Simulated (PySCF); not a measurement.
GeBr2, SMILES [Br][Ge][Br] (connectivity only; charge and spin as stated), neutral, multiplicity 1.

Geometry optimised at PBE0-D3(BJ)/def2-SVP. The isomer is the one that the SMILES or the coordinates give; other isomers of the formula were not compared.

All values below come from PySCF with ωB97X/def2-TZVPD.

Symmetry labels are those of the subgroup C2v that the program uses (full group C2v).

Computed valence orbital energies around the gap with their symmetry:
```csv
orbital,symmetry,energy (eV)
HOMO−7,B2,-24.23
HOMO−6,A1,-17.09
HOMO−5,B2,-12.71
HOMO−4,A1,-11.97
HOMO−3,B1,-11.73
HOMO−2,A2,-10.95
HOMO−1,B2,-10.59
HOMO,A1,-9.93
LUMO,B1,-1.33
LUMO+1,A1,0.88
LUMO+2,B2,1.07
LUMO+3,A1,1.80
```
